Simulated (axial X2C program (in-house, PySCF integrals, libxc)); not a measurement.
**Correcting the dissociation energy of SrS for spin–orbit coupling**

A spin-free CCSD(T) curve (one-electron X2C) was computed with an in-house relativistic program for diatomic molecules, basis Sr dyall-cv4z [13s14p9d7f5g], S dyall-av4z [10s9p4d3f2g] (cores contracted in-house), for the state M_S = 0, Λ = 0 (closed shell). It gives D0 = 3.370 eV to Sr + S, which in a spin-free picture are the weighted means of the ground terms.

Correlated methods: 16 electrons correlated (number of frozen shells: Sr 3 s, 2 p, 1 d; S 2 s, 1 p), 432 virtual spin orbitals or spinors in MP2, 180 natural virtuals in coupled cluster.

Measured levels of the ground terms (NIST Handbook of Basic Atomic Spectroscopic Data), in cm⁻¹: Sr 1S: J = 0 at 0; S 3P: J = 2 at 0, J = 1 at 396.1, J = 0 at 573.6.

The molecular state has Λ = 0, so it has no first-order lowering.

How far does each ground level lie under the (2J+1)-weighted mean of its term?

Sr: a single level, 0; S: (5 × 0 + 3 × 396.1 + 1 × 573.6)/9 = 196 cm⁻¹.

Correct D0.

D0 = 3.370 + (0 − 196)/8065.5 = 3.346 eV at CCSD(T) with these spin–orbit terms. The direct two-component run, taken to the lowest atomic determinants of a wider search where it found them, gives 3.352 eV; the difference holds second-order terms in the molecule, scalar two-electron terms, the gap between measured and computed atomic splittings (a 2c atom can miss part of its lowering) and, in coupled cluster, the truncation of each run.

Second-order spin–orbit effects in the molecule, which grow quickly with Z, are left out. One determinant describes the state; a PBE0 search over occupations chose it and may have missed a lower one. Dissociation energies refer to the lowest single-determinant-based atoms at the same level and basis. CCSD and (T) use frozen natural virtuals with an MP2 correction for the truncation; (T) itself is uncorrected, so its De runs slightly low.
